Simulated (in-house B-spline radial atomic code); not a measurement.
Configurations of Ti III (Ti2+), with energies counted from [Ar] 3d2. Method: non-relativistic LDA PW92, spin-polarised, spherical fractional occupations, point nucleus. Calculated with a B-spline radial code for spherical atoms. Shells without spins written out take the highest spin.

Occupations are held fixed; configurations that lie above the ionisation limit could autoionise.

| configuration | E - E(ref) (eV) | highest orbital | its <r> (bohr) |
| --- | --- | --- | --- |
| [Ar] 3d(1 up, 0 down) 4s(0 up, 1 down) | 5.081 | 4s down | 2.805 |
| [Ar] 3d(1 up, 0 down) 4p(0 up, 1 down) | 9.8507 | 4p down | 3.223 |
| [Ar] 3d1 4d1 | 16.138 | 4d up | 4.332 |
| [Ar] 3d1 4f1 | 19.987 | 4f up | 5.675 |
| [Ne] 3s2 3p(3 up, 2 down) 3d(3 up, 0 down) | 31.953 | 3d up | 1.359 |
| [Ne] 3s2 3p(2 up, 3 down) 3d(1 up, 1 down) 4f(1 up, 0 down) | 55.697 | 4f up | 5.661 |

Task: Order these further configurations by energy, lowest first.
A. [Ne] 3s2 3p5 3d2 4d1
B. [Ar] 3d1 4p1
C. [Ne] 3s2 3p5 3d2 4f1
D. [Ne] 3s2 3p5 3d2 4p1
E. [Ne] 3s2 3p5 3d2 4s1

Result: B (9.6049 eV), E (37.936 eV), D (42.91 eV), A (49.598 eV), C (53.589 eV).

Task: How far above the reference does [Ar] 3d1 4s1 lie?

Result: 4.7441 eV; its least bound orbital is 4s up with <r> = 2.778 bohr.
